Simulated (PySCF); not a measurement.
**Group charges in `CC(C)[C@@H](C)[C@@H]1C[SiH2]1`**

C7H16Si.
Numbering: `[CH3:1][CH:2]([CH3:3])[C@@H:4]([CH3:5])[C@@H:6]1[CH2:7][SiH2:8]1` (hydrogens: H9, H10, H11 on C1; H12 on C2; H13, H14, H15 on C3; H16 on C4; H17, H18, H19 on C5; H20 on C6; H21, H22 on C7; H23, H24 on Si8)

Cartesian coordinates in Å at the GFN2-xTB level; atoms count from 1:
```
atom  x, y, z in Å
C1    -1.888   -1.097    0.016
C2    -1.127    0.136   -0.467
C3    -2.033    1.364   -0.395
C4     0.200    0.369    0.283
C5     0.049    0.385    1.804
C6     1.245   -0.655   -0.114
C7     2.720   -0.265    0.060
Si8    2.208   -0.526   -1.731
H9    -1.253   -1.979   -0.001
H10   -2.742   -1.283   -0.632
H11   -2.258   -0.950    1.027
H12   -0.861   -0.023   -1.520
H13   -1.512    2.251   -0.748
H14   -2.364    1.543    0.626
H15   -2.916    1.218   -1.013
H16    0.569    1.354   -0.028
H17    1.001    0.646    2.262
H18   -0.243   -0.595    2.175
H19   -0.693    1.115    2.120
H20    1.014   -1.648    0.259
H21    3.350   -0.984    0.566
H22    2.900    0.738    0.423
H23    2.614   -1.745   -2.406
H24    2.007    0.651   -2.557
```

Atomic charges (e) from the PBE0/pcSseg-1 density (PySCF):

| atom | Mulliken | IAO | Hirshfeld | ESP-fitted |
| --- | --- | --- | --- | --- |
| C1 | -0.2178 | -0.4178 | -0.1196 | -0.4802 |
| C2 | -0.3266 | -0.0877 | -0.0189 | +0.2232 |
| C3 | -0.1919 | -0.4171 | -0.1199 | -0.5200 |
| C4 | -0.2696 | -0.0884 | -0.0182 | +0.3069 |
| C5 | -0.1731 | -0.4156 | -0.1195 | -0.4907 |
| C6 | -0.4034 | -0.3435 | -0.1069 | -0.3164 |
| C7 | -0.3823 | -0.5212 | -0.1687 | -0.5650 |
| Si8 | +0.4806 | +0.5956 | +0.2892 | +0.1755 |
| H9 | +0.1110 | +0.1339 | +0.0362 | +0.0710 |
| H10 | +0.1119 | +0.1385 | +0.0393 | +0.1362 |
| H11 | +0.1066 | +0.1319 | +0.0363 | +0.1330 |
| H12 | +0.1183 | +0.1230 | +0.0255 | -0.0014 |
| H13 | +0.1072 | +0.1340 | +0.0369 | +0.0995 |
| H14 | +0.1020 | +0.1299 | +0.0354 | +0.1339 |
| H15 | +0.1101 | +0.1372 | +0.0387 | +0.1409 |
| H16 | +0.0978 | +0.1158 | +0.0328 | +0.0304 |
| H17 | +0.1150 | +0.1402 | +0.0376 | +0.1273 |
| H18 | +0.1078 | +0.1337 | +0.0372 | +0.1247 |
| H19 | +0.1107 | +0.1336 | +0.0372 | +0.1092 |
| H20 | +0.1355 | +0.1401 | +0.0372 | +0.1924 |
| H21 | +0.1427 | +0.1548 | +0.0406 | +0.2053 |
| H22 | +0.1404 | +0.1498 | +0.0402 | +0.1877 |
| H23 | -0.0685 | -0.1000 | -0.0653 | -0.0112 |
| H24 | -0.0643 | -0.1007 | -0.0637 | -0.0124 |

**Question.** Cut each of the bonds C1–C2, C2–C4, C3–C2, C5–C4 and C6–C4 in turn and sum the charges on the side of the atom named first.

**Answer.** In e; the other side holds the opposite charge:

```csv
bond cut,piece,atoms,Mulliken,IAO,Hirshfeld,ESP-fitted
C1–C2,CH3,4,+0.112,-0.014,-0.008,-0.140
C2–C4,C3H7,10,+0.031,+0.006,-0.010,-0.064
C3–C2,CH3,4,+0.127,-0.016,-0.009,-0.146
C5–C4,CH3,4,+0.160,-0.008,-0.008,-0.130
C6–C4,C2H5Si,8,-0.019,-0.025,+0.003,-0.144
```

Extremes among these pieces. Mulliken: lowest C2H5Si at C6, highest CH3 at C5; IAO: lowest C2H5Si at C6, highest C3H7 at C2; Hirshfeld: lowest C3H7 at C2, highest C2H5Si at C6; ESP-fitted: lowest CH3 at C3, highest C3H7 at C2.

**Question.** Do the schemes agree better on the pieces than on the single atoms at the cuts?

**Answer.** The spread between schemes averages 0.211 e for the pieces and 0.396 e for the atoms named first; it is smaller for the piece at 5 of the 5 cuts. On average they agree better on the pieces. The sign differs between schemes (beyond ±0.03 e) for CH3 at C1, C3H7 at C2, CH3 at C3 and CH3 at C5.

One conformer (not necessarily the lowest) at the GFN2-xTB geometry, without solvent, vibrations or thermal averaging.
